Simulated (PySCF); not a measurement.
Species: C4H13BN2.
Cartesian coordinates in Å at the PBE0-D3(BJ)/def2-SVP level; atoms count from 1:
```
atom  x, y, z in Å
C1     2.2548    0.2148   -1.7242
N2     1.2652   -0.1877   -0.7581
C3     1.7091   -1.2551    0.0993
B4     0.0167    0.4902   -0.6947
N5    -1.1624    0.0640   -0.0241
C6    -1.4582   -1.2659    0.4397
C7    -2.2379    0.9948    0.2043
H8     1.9034    1.0934   -2.2808
H9     3.2152    0.4721   -1.2374
H10    2.4687   -0.5863   -2.4580
H11    1.0684   -1.3470    0.9845
H12    2.7347   -1.0506    0.4585
H13    1.7407   -2.2391   -0.4096
H14   -0.0494    1.5532   -1.2788
H15   -0.7535   -1.9976    0.0272
H16   -2.4702   -1.5664    0.1102
H17   -1.4439   -1.3540    1.5441
H18   -2.4245    1.1542    1.2840
H19   -3.1867    0.6351   -0.2385
H20   -1.9958    1.9683   -0.2416
```

Computed at PBE0/pcSseg-1 (PySCF, non-relativistic), with Q(14N) = 0.02044 b, Q(11B) = 0.04059 b: N2, 14N (I = 1): χzz = -4.510 MHz, η = 0.532; B4, 11B (I = 3/2): χzz = 2.872 MHz, η = 0.052.

(1) Where would the pure quadrupole (NQR) lines of 14N at N2 fall for the rigid, isolated species?

(2) Where would the pure quadrupole (NQR) lines of 11B at B4 fall for the rigid, isolated species?

## Answers

(1) From ν± = (3/4)|χ|(1 ± η/3) and ν0 = |χ|η/2: ν+ 3.983 MHz, ν− 2.783 MHz, ν0 1.200 MHz (boron-bound nitrogen).

(2) From ν = (|χ|/2)√(1 + η²/3): ν = 1.437 MHz (three-coordinate boron).

In a crystal, neighbours and librations shift these lines. With a basis this small, the couplings can be 20 % off.
